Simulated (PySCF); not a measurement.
Basis and Hamiltonian dependence of the excitation energy of Mg

Mg [Ne] 3s2 (1S) → Mg [Ne] 3p2 (3P). Calculated with PySCF 2.14 from differences of total energies of unrestricted determinants, without spin-orbit coupling. Values in eV.

```tsv
basis	Hamiltonian	functions	UHF	r2SCAN	PBE0	MP2 (valence)	CCSD(T) (valence)	CCSD(T) (valence and next inner shell)
ANO-RCC-VTZP	spin-free X2C	34	6.300	6.186	6.434	6.774	7.047	7.151
def2-TZVPPD	non-relativistic	35	6.292	6.176	6.444	6.765	6.967	7.091
aug-cc-pCVDZ	non-relativistic	36	6.286	6.167	6.413	6.755	6.961	7.007
aug-cc-pVTZ-DK	spin-free X2C	50	6.302	6.181	6.443	6.809	6.987	n/a
dyall-av2z	non-relativistic	64	6.287	n/a	n/a	6.780	6.978	n/a
aug-cc-pCVTZ-DK	spin-free X2C	75	6.300	6.182	6.437	6.810	6.986	7.122
x2c-QZVPPall with one added diffuse shell each of s, p, d, f type	spin-free X2C	82	6.300	6.180	6.438	6.810	6.993	7.154
aug-cc-pVQZ-DK	spin-free X2C	84	6.300	n/a	n/a	6.824	6.988	n/a
aug-cc-pVQZ	non-relativistic	84	6.270	6.154	6.412	6.794	6.960	n/a
aug-cc-pVQZ with one added diffuse shell each of s, p, d, f, g type	non-relativistic	109	6.270	6.154	6.412	6.794	n/a	n/a
dyall-av3z	non-relativistic	117	6.269	6.149	6.405	6.787	6.962	n/a
dyall-acv3z	spin-free X2C	122	6.299	6.181	6.437	6.817	n/a	n/a
dyall-acv3z	non-relativistic	122	6.269	6.149	6.405	6.787	n/a	n/a
```

Question: Estimate the row for x2c-QZVPPall (spin-free X2C, 66 functions).

Answer: From the rows with the same Hamiltonian and similar size; the calculation gives UHF 6.30; r2SCAN 6.18; PBE0 6.44; MP2 (valence) 6.81; CCSD(T) (valence) 6.99; CCSD(T) (valence and next inner shell) 7.15 (eV).

Frozen in the all-electron rows: valence and next inner shell: 1s2; valence: [Ne].

Reference for a calculation without spin-orbit coupling: 7.173 eV (measured, between term centres; NIST).
